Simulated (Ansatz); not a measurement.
Input file for Ansatz (a program for electronic structure): R-CCSD(T)/cc-pVDZ on CH5BSe (SMILES CB[SeH]), a point of a torsion scan. The run froze 16 orbitals, filled d shells among them.

Ansatz 0.2 input:
```yaml
crystal:
  periodic: [false, false, false]
  atoms:
    - {symbol: C, position_ang: [-0.92340639, -0.19430090, 0.07264477]}
    - {symbol: B, position_ang: [0.30628617, 0.71917259, -0.18805151]}
    - {symbol: Se, position_ang: [2.12891494, 0.09551635, 0.32999129]}
    - {symbol: H, position_ang: [-1.79870851, 0.04991924, -0.52449635]}
    - {symbol: H, position_ang: [-0.71879968, -1.25985062, -0.02086406]}
    - {symbol: H, position_ang: [-1.20744011, -0.04081238, 1.11798900]}
    - {symbol: H, position_ang: [0.21074819, 1.81716902, -0.57838218]}
    - {symbol: H, position_ang: [2.39181651, -0.53369749, -0.93140043]}
basis:
  gaussian:
    orbitals: cc-pVDZ
magnetization: {spin_polarized: false}
correlation: {method: ccsd_t, electrons: outside_noble_gas}
scf: {lower_state_search: off}
```

Output:

```
WARN ansatz: RAYON_NUM_THREADS=1 ignored (pool sized by the plan → 1); use --threads N
Functional definition: HF
these checks for a lower state are left out or cut short: stability, starts, cluster_reference, orbital_swaps, neighbouring_geometries, increment
integrals: 0.07 GiB planned
805 factors; integrals over basis functions are off by at most 1.1e-3 eV
mean field: 0.21 GiB planned
mean field evaluation 1: about -67081.8619 eV, gradient 2.3e1 eV
mean field evaluation 2: about -67081.9119 eV, gradient 2.3e1 eV
mean field evaluation 4: about -67083.6543 eV, gradient 2.2e0 eV
mean field evaluation 8: about -67083.6811 eV, gradient 1.2e-1 eV
mean field -67083.68118761 eV, -2465.2798126926 hartree, gradient 3.2e-6 eV, S^2 0.000000; 0 other end points of the search recorded, 0 dependent functions left out
16 core orbitals not correlated
reference -67083.68118761 eV, -2465.2798126926 hartree; 9, 9 occupied and 55, 55 virtual orbitals, 805 factors
second order -9.38778099 eV of doubles, -0.00000000 eV of singles
coupled cluster: 0.17 GiB planned
cycle   1  -10.28390450 eV  change   -9.0e-1 eV  update   7.1e-2
cycle   2  -10.58917459 eV  change   -3.1e-1 eV  update   2.2e-2
cycle   3  -10.62459414 eV  change   -3.5e-2 eV  update   8.2e-3
cycle   4  -10.62314891 eV  change    1.4e-3 eV  update   2.8e-3
cycle   5  -10.62242441 eV  change    7.2e-4 eV  update   1.3e-3
cycle   6  -10.62228766 eV  change    1.4e-4 eV  update   5.5e-4
cycle   7  -10.62231027 eV  change   -2.3e-5 eV  update   2.5e-4
cycle   8  -10.62235833 eV  change   -4.8e-5 eV  update   1.1e-4
cycle   9  -10.62234913 eV  change    9.2e-6 eV  update   4.7e-5
cycle  10  -10.62235672 eV  change   -7.6e-6 eV  update   2.0e-5
perturbative correction -0.28820740 eV, -0.0105914265 hartree
Total energy: -67094.59175173 eV, -2465.6807685283 hartree
Checks for a lower state left out: stability, starts, cluster_reference, orbital_swaps, neighbouring_geometries, increment
```

The run converged.

Cost: roughly 3.0 core-seconds.
